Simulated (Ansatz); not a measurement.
`F[SiH2]C[SiH2]F` + `CO[SiH](O)F` → `CO[SiH](F)O[SiH2]F` + `C[SiH2]F`  (ligand exchange at the Si–C bond)

Gas-phase electronic energies from Ansatz, PBE0-D4/def2-TZVP geometries. CCSD(T)/CBS is the MP2 limit (def2-TZVPP, def2-QZVPP) plus CCSD(T) − MP2 in def2-TZVPP, frozen cores. Functionals use def2-TZVPP. B3LYP here is the variant with VWN-RPA as its local correlation; programs differ in this. Each species was taken in one conformer, which may not be the lowest.

CCSD(T)/CBS gives -1.24 eV.

(1) Another level gave -1.44 eV. Which?
A. r2SCAN-D4/def2-TZVPP
B. B3LYP-D4/def2-TZVPP
C. HF/def2-TZVPP
D. PBE-D4/def2-TZVPP

Largest T1 diagnostic among the species: 0.012.

## Answers

(1) C. HF/def2-TZVPP -1.44, B3LYP-D4 -1.29, PBE-D4 -1.10, r2SCAN-D4 -1.22 eV.

In def2-TZVPP, CCSD(T) changes the Hartree–Fock value by +0.20 eV (the triples alone add +0.03 eV) and MP2 by +0.20 eV. From PBE to PBE0 (25 % exact exchange), in def2-TZVPP and without D4, ΔE moves by −0.05 eV.
